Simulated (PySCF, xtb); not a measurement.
Precursor series Cd OH-Br. Isolated molecules, 0 K electronic values unless said otherwise. One relaxed conformer stands for each flexible species; it need not be the lowest.

Quantity: redistribution energy (mixed species minus the weighted end members), in kcal/mol.

Level 1: TPSSh-D3(BJ)/def2-TZVP // r2SCAN-D4/def2-SVP (PySCF)
Level 2: B3LYP/6-31G* (LANL2DZ on Cd) // r2SCAN-D4/def2-SVP (PySCF)
Level 3: PBE/6-31G* (LANL2DZ on Cd) // r2SCAN-D4/def2-SVP (PySCF)
Level 4: GFN2-xTB (xtb)

```tsv
species	level 1	level 2	level 3	level 4
1 of 2 OH replaced by Br: [Cd(OH)(Br)]	0.05	-0.72	-0.79	-5.79
```
